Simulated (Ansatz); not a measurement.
Geometry optimisation, RHF/def2-SVP (Ansatz).

input.yaml

```yaml
crystal:
  periodic: [false, false, false]
  atoms:
    - { symbol: Si, position_ang: [0.0, 0.0, 0.0] }
    - { symbol: O, position_ang: [0.0, 0.0, 1.68] }
    - { symbol: Si, position_ang: [-1.3147, -0.4067, 2.6436] }
    - { symbol: H, position_ang: [-2.239, -1.2403, 1.8804] }
    - { symbol: H, position_ang: [-0.8506, -1.1432, 3.8157] }
    - { symbol: H, position_ang: [-1.9987, 0.8095, 3.0733] }
    - { symbol: H, position_ang: [1.3768, 0.0, -0.4862] }
    - { symbol: H, position_ang: [-0.6877, 1.1914, -0.4862] }
    - { symbol: O, position_ang: [-0.7913, -1.3709, -0.5594] }
    - { symbol: H, position_ang: [-1.2459, -1.8365, 0.2129] }
basis:
  gaussian: { orbitals: def2-SVP }
hamiltonian:
  xc: hf
relax:
  f_tol: 0.02
  max_steps: 40
```

Launched with:

```bash
$ ansatz run input.yaml --threads 1 --pin off --max-ram 2048MiB --backend cpu --events-out ev --progress --plain --runs-dir out
```

Q: Where does it end, and by what steps?

A: It converged. The force dipped under the threshold on the way, but the program's further checks kept it going. After 18 steps the energy has fallen by 0.494 eV; H10 moved furthest, 1.36 Å.

```tsv
step	energy less start (eV)	largest force component (eV/Å)	accepted
0	0.0000	3.130	yes
1	-0.2435	1.322	yes
2	-0.3386	0.493	yes
3	-0.3899	0.177	yes
4	-0.4241	0.181	yes
5	-0.4362	0.528	yes
6	-0.4467	0.892	yes
7	-0.4734	0.161	yes
8	-0.4817	0.146	yes
9	-0.4818	0.260	yes
10	-0.4882	0.019	yes
11	-0.4797	0.556	no
12	-0.4900	0.146	yes
13	-0.4895	0.255	no
14	-0.4913	0.080	yes
15	-0.4931	0.019	yes
16	-0.4937	0.044	yes
17	-0.4938	0.059	yes
18	-0.4944	0.006	yes
```

```xyz
10
Properties=species:S:1:pos:R:3
Si -0.067 -0.112 -0.024
O -0.932 0.021 1.359
Si -1.415 -0.312 2.892
H -2.483 -1.336 2.871
H -0.276 -0.818 3.691
H -1.938 0.920 3.517
H 1.372 -0.084 0.276
H -0.460 1.011 -0.896
O -0.354 -1.549 -0.768
H -1.200 -1.738 -1.141
```

Run time: 26 s on 1 thread of Arm Neoverse V2 (shared host), peak memory 0.17 GiB.
